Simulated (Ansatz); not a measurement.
Basis-set extrapolation for C₂H₅AlClN, SMILES `[NH2][Al]1[CH2][CH]1Cl` (PBE0-D4/def2-TZVP geometry, frozen core, the Gaussian-basis code of Ansatz). Multiplicity 1, RHF reference.

|  | def2-TZVPP | def2-QZVPP |
| --- | --- | --- |
| HF | -834.555787 | -834.582014 |
| MP2 correlation | -0.816780 | -0.879043 |
| CCSD(T) correlation | -0.895967 | not run |

Energies in hartree. Use E(X) = E(∞) + A·exp(−7.88·√X) for Hartree–Fock and E(X) = E(∞) + B·X^(−2.97) for correlation, with X = 3 and 4, and add CCSD(T) minus MP2 of the smaller set to the MP2 limit.

Problem. What is the CCSD(T) energy at the basis-set limit?

Solution. HF limit: -834.582014 + (-0.026227) × 0.13774 = -834.58563. MP2 limit: -0.879043 + (-0.062263) × 0.74074 = -0.92516. Higher-order term: -0.895967 − (-0.816780) = -0.07919. Total: -835.58998 hartree, 362.9 kJ/mol below CCSD(T)/def2-TZVPP.
